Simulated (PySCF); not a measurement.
Species: C7H6N2.
Bonds: C1–C2 (aromatic), C2–C3 (aromatic), C3–C4 (aromatic), C4–N5 (aromatic), N5–N6 (aromatic), N6–C7 (aromatic), C7–C8 (aromatic), C8–C9 (aromatic), C1–C9 (aromatic), C4–C8 (aromatic). Hydrogens: H10 on C1; H11 on C2; H12 on C3; H13 on N5; H14 on C7; H15 on C9.

NICS = −σ at a ghost point: NICS(0) at the centroid of the ring atoms, NICS(1) 1 Å to either side along the normal of their mean plane, zz for the tensor component along that normal. Level: GIAO B97-2/pcSseg-2 (PySCF, non-relativistic, gas phase) on the PBE0-D3(BJ)/def2-TZVP geometry, one conformer.

Rings: 1. C1–C2–C3–C4–C8–C9; 2. C4–N5–N6–C7–C8.

| set | NICS(0) | NICS(1), two faces | NICS(1)zz, two faces |
| --- | --- | --- | --- |
| P | -9.8 | -10.6 / -10.6 | -29.9 / -29.9 |
| Q | -13.3 | -11.7 / -11.7 | -33.1 / -33.2 |

Which set (ppm) belongs to which ring?

P = 1, Q = 2.
- 1 (6-membered carbocycle; formal bonds all aromatic): mean NICS(1)zz -29.9 ppm, shielded. The ring is flat and has no four-coordinate atom; by the NICS criterion it is aromatic, though in fused rings the probe also feels the neighbouring ring.
- 2 (5-membered ring with 2 N; formal bonds all aromatic): mean NICS(1)zz -33.1 ppm, shielded. For a flat ring without four-coordinate atoms the NICS criterion counts such a value as aromatic, though in fused rings the probe also feels the neighbouring ring.

How do the rings differ in shape?

```csv
ring,bond lengths (Å),rms pucker (Å),HOMA,nearest outside atom to a NICS(1) probe (Å)
1,"1.407, 1.377, 1.396, 1.410, 1.399, 1.376",0.00,0.94,hydrogen 2.65
2,"1.357, 1.342, 1.312, 1.422, 1.410",0.00,0.87,hydrogen 2.34
```

HOMA = 1 − mean of α(R − Ropt)² over the ring bonds, with Krygowski's 1993 parameters (CC: Ropt 1.388 Å, α 257.7 Å⁻²; CN: Ropt 1.334 Å, α 93.52 Å⁻²; NN: Ropt 1.309 Å, α 130.33 Å⁻²).
